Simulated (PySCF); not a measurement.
How methods differ on the excitation energy of S⁺

S⁺ [Ne] 3s2 3p3 (4S) → S⁺ [Ne] 3s1 3p4 (4P), as a difference of total energies. Computed with PySCF 2.14 in aug-cc-pCVTZ-DK (8s7p5d3f, 75 functions), with scalar relativity by spin-free X2C-1e. Correlated levels: valence: [Ne] frozen; valence and next inner shell: 1s2 frozen; nothing frozen. The calculations carry no spin-orbit coupling.

```tsv
method	excitation energy (eV)	error (eV)
UHF	10.522	+0.652
LDA	10.421	+0.551
PBE	10.312	+0.442
PBE0	10.448	+0.578
r2SCAN	10.026	+0.156
BLYP	10.341	+0.471
HSE06	10.454	+0.584
r2SCAN0	10.209	+0.339
MN15	9.903	+0.033
MP2 (valence)	10.529	+0.659
SCS-MP2 (valence)	10.533	+0.663
MP2 (valence and next inner shell)	10.614	+0.744
SCS-MP2 (valence and next inner shell)	10.593	+0.723
MP2 (all electrons)	10.606	+0.736
SCS-MP2 (all electrons)	10.588	+0.718
```

Reference: 9.870 eV (measured; NIST levels, between the centres of gravity of the two terms).

Errors of the correlated levels include the incompleteness of this basis and the frozen core.
